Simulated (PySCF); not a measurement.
# `C=[CH][GeH2][NH][SiH2]OC`, C3H11GeNOSi

Cartesian coordinates in Å; atom numbers follow the order of the lines, from 1:
```xyz
18

C    -2.306    1.695    0.027
C    -2.853    0.624   -0.526
Ge   -1.982   -1.126   -0.618
N    -0.280   -1.112   -0.012
Si    0.991   -0.347   -0.877
O     2.173   -0.346    0.234
C     3.474    0.089    0.012
H    -2.803    2.653    0.068
H    -1.319    1.651    0.463
H    -3.843    0.698   -0.957
H    -1.908   -1.603   -2.042
H    -2.724   -2.155    0.198
H    -0.138   -1.202    0.981
H     1.329   -1.156   -2.052
H     0.704    1.028   -1.317
H     4.035   -0.024    0.941
H     3.489    1.139   -0.291
H     3.953   -0.501   -0.773
```

The calculation used GIAO B97-2/pcSseg-1 magnetisability, rotational g tensor and spin-rotation constants, non-relativistic, gas phase (PySCF). Geometry: GFN2-xTB.

The calculation is non-relativistic, which matters for the atoms heavier than Zn.

**Question.** How diamagnetic is it, and how anisotropic?

**Answer.** Isotropic -1400 × 10⁻³⁰ J/T², or -84.3 × 10⁻⁶ cm³/mol; principal values -1529, -1343, -1326 × 10⁻³⁰ J/T², anisotropy 195 × 10⁻³⁰ J/T² (root of half the summed squared differences of the principal values). The susceptibility is in cgs units.

**Question.** Split it along the inertial axes a, b, c into diamagnetic and paramagnetic parts about the centre of mass, with the quadrupole moment.

**Answer.** 
```tsv
axis	χ (10⁻⁶ cm³/mol)	diamagnetic (10⁻⁶ cm³/mol)	paramagnetic (10⁻⁶ cm³/mol)	summed x² of all electrons (Å²)	quadrupole Θ (D Å)
a	-86.3	-541.9	455.7	406.4	+9.12
b	-80.2	-1862.8	1782.5	95.1	-4.55
c	-86.3	-2127.5	2041.1	32.7	-4.57
```
Anisotropies 2χaa − χbb − χcc = -6.0 and 2χbb − χaa − χcc = +12.1 × 10⁻⁶ cm³/mol. Θ is traceless in Buckingham's convention.

**Question.** And the rotational g tensor?

**Answer.** 
```
axis  rotational constant (GHz)        g  nuclear part  electronic part
   a                     3.0080  -0.0387        0.6052          -0.6439
   b                     0.6726  -0.0080        0.5552          -0.5632
   c                     0.5847  -0.0053        0.5554          -0.5607
```
Asymmetric top; isotopes 12C, 74Ge, 1H, 14N, 16O, 28Si; no vibrational averaging.
